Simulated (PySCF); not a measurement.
## How methods differ on the excitation energy of Ca⁺

Ca⁺ [Ar] 4s1 (2S) → Ca⁺ [Ar] 3d1 (2D), as a difference of total energies. Computed with PySCF 2.14 in aug-cc-pwCVTZ-X2C with one added diffuse shell each of s, p, d, f type (10s9p7d4f, 100 functions), with scalar relativity by spin-free X2C-1e. Correlated levels: valence and next inner shell: [Ne] frozen. The calculations carry no spin-orbit coupling.

```csv
method,excitation energy (cm⁻¹)
UHF,16340
MP2 (valence and next inner shell),16241
SCS-MP2 (valence and next inner shell),16090
CCSD (valence and next inner shell),16149
CCSD(T) (valence and next inner shell),16233
```

Errors of the correlated levels include the incompleteness of this basis and the frozen core.

For comparison: 13687 cm⁻¹ (measured; NIST levels, between the centres of gravity of the two terms).
